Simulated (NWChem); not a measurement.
System: CH₃BrOPb, singlet; SMILES C[O][Pb][Br]

Parts of the log:

```
             Northwest Computational Chemistry Package (NWChem) 7.3.0
             --------------------------------------------------------

 C1  symmetry detected

                             Geometry "geometry" -> ""
                             -------------------------

 Output coordinates in angstroms (scale by  1.889725989 to convert to a.u.)

  No.       Tag          Charge          X              Y              Z
 ---- ---------------- ---------- -------------- -------------- --------------
    1 Pb                  82.0000     0.45098929    -0.65266015    -0.00002291
    2 Br                  35.0000     0.02789207     1.96455333     0.00003350
    3 O                    8.0000    -1.53611959    -1.30717479     0.00058373
    4 C                    6.0000    -2.73327806    -0.59559981    -0.00035440
    5 H                    1.0000    -2.59318635     0.50240786     0.00492957
    6 H                    1.0000    -3.33498965    -0.85238489    -0.89313210
    7 H                    1.0000    -3.34054336    -0.86026010     0.88636565

 Effective nuclear repulsion energy (a.u.)     974.7996217310

 Summary of "ao basis" -> "ao basis" (spherical)
 ------------------------------------------------------------------------------
       Tag                 Description            Shells   Functions and Types
 ---------------- ------------------------------  ------  ---------------------
 Pb                         def2-svp                10       26   4s4p2d
 Br                         def2-svp                12       32   5s4p3d
 O                          def2-svp                 6       14   3s2p1d
 C                          def2-svp                 6       14   3s2p1d
 H                          def2-svp                 3        5   2s1p

            General Information
            -------------------
          SCF calculation type: DFT
          Wavefunction type:  closed shell.
          No. of atoms     :     7
          No. of electrons :    74
           Alpha electrons :    37
            Beta electrons :    37
          Charge           :     0
          Spin multiplicity:     1
          Use of symmetry is: off; symmetry adaption is: off
          Maximum number of iterations: 150
          AO basis - number of functions:   101
                     number of shells:    43
          Convergence on energy requested:  1.00D-06
          Convergence on density requested:  1.00D-05
          Convergence on gradient requested:  5.00D-04

              XC Information
              --------------
          PerdewBurkeErnzerhof Exchange Functional  1.000
            Perdew 1991 LDA Correlation Functional  1.000 local
           PerdewBurkeErnz. Correlation Functional  1.000 non-local

             Grid Information
             ----------------
          Grid used for XC integration:  medium
          Radial quadrature: Mura-Knowles
          Angular quadrature: Lebedev.
          Tag              B.-S. Rad. Rad. Pts. Rad. Cut. Ang. Pts.
          ---              ---------- --------- --------- ---------
          Pb                  1.80      123          11.0       590
          Br                  1.15      112          11.0       590
          O                   0.60       49          10.0       434
          C                   0.70       49          11.0       434
          H                   0.35       45          12.0       434
          Grid pruning is: on
          Number of quadrature shells:   468
          Spatial weights used:  Erf1

      Superposition of Atomic Density Guess
      -------------------------------------

 Sum of atomic energies:       -2905.25970322

      Non-variational initial energy
      ------------------------------

 Total energy =   -2878.541507
 1-e energy   =   -4767.665420
 2-e energy   =    1540.756628
 HOMO         =      -0.324370
 LUMO         =      -0.044232

   convergence    iter        energy       DeltaE   RMS-Dens  Diis-err
 ---------------- ----- ----------------- --------- --------- ---------
 d= 0,ls=0.0,diis     1  -2881.2069286664 -3.23D+03  3.48D-02  9.60D-01
 d= 0,ls=0.0,diis     2  -2878.7070921205  2.50D+00  2.94D-02  1.65D+01
 d= 0,ls=0.0,diis     3  -2881.2174503795 -2.51D+00  1.21D-02  7.40D-01
 d= 0,ls=0.0,diis     4  -2881.3136955825 -9.62D-02  4.61D-03  1.62D-01
 d= 0,ls=0.0,diis     5  -2881.3391036378 -2.54D-02  1.06D-03  1.27D-02
  Resetting Diis
 d= 0,ls=0.0,diis     6  -2881.3409431144 -1.84D-03  2.60D-04  1.23D-03
 d= 0,ls=0.0,diis     7  -2881.3410927030 -1.50D-04  9.29D-05  3.38D-05
 d= 0,ls=0.0,diis     8  -2881.3410903380  2.36D-06  5.09D-05  5.56D-05
 d= 0,ls=0.0,diis     9  -2881.3410965993 -6.26D-06  2.19D-05  5.64D-06
 d= 0,ls=0.0,diis    10  -2881.3410969334 -3.34D-07  1.15D-05  1.99D-06
 d= 0,ls=0.0,diis    11  -2881.3410971896 -2.56D-07  2.37D-06  3.95D-08

         Total DFT energy =    -2881.341097189576
      One electron energy =    -4770.933822409022
           Coulomb energy =     1663.251518356841
    Exchange-Corr. energy =     -122.026078026367
 Nuclear repulsion energy =      348.367284888971

 Numeric. integr. density =       73.999984822375

                       DFT Final Molecular Orbital Analysis
                       ------------------------------------

 Vector   35  Occ=2.000000D+00  E=-2.369630D-01
              MO Center= -1.6D-01,  1.6D+00,  3.1D-04, r^2= 2.7D+00
   Bfn.  Coefficient  Atom+Function         Bfn.  Coefficient  Atom+Function
  ----- ------------  ---------------      ----- ------------  ---------------
    41      0.567734  2 Br px                38      0.493145  2 Br px
    35     -0.330755  2 Br px                77      0.128817  4 C  py
    63     -0.121785  3 O  py                32      0.107637  2 Br px
    87      0.103315  5 H  s                  3     -0.100663  1 Pb s
    61      0.094569  3 O  s                 66     -0.088514  3 O  py

[...]
```

Level: PBE/def2-SVP with def2 effective core potentials on Pb, vertical spin-unrestricted ions. Low-valent species are run as closed-shell singlets; no triplet was tried in these runs. Geometry: optimised at PBE0/def2-SVP. Not confirmed as a minimum by frequencies. def2 effective core potentials on Pb; no spin-orbit coupling.

**Question.** Reconstruct the input file.

**Answer.** One answer among several that fit: the input that was run:
```
start job
memory heap 200 mb stack 900 mb global 1100 mb
geometry units angstroms noautoz
  Pb     0.512850    -0.593272    -0.002612
  Br    -0.591448     1.816982     0.001775
  O     -1.228434    -1.752974     0.000963
  C     -2.571781    -1.385630     0.003297
  H     -2.728916    -0.289938     0.009783
  H     -3.085448    -1.792582    -0.888658
  H     -3.084750    -1.803036     0.890835
end
basis spherical
  * library def2-svp
end
ecp
  Pb library def2-ecp
end
dft
  xc xpbe96 cpbe96
  iterations 150
  vectors input atomic output neutral.movecs
end
task dft energy
charge 1
dft
  odft
  mult 2
  vectors input atomic output cation.movecs
end
task dft energy
```
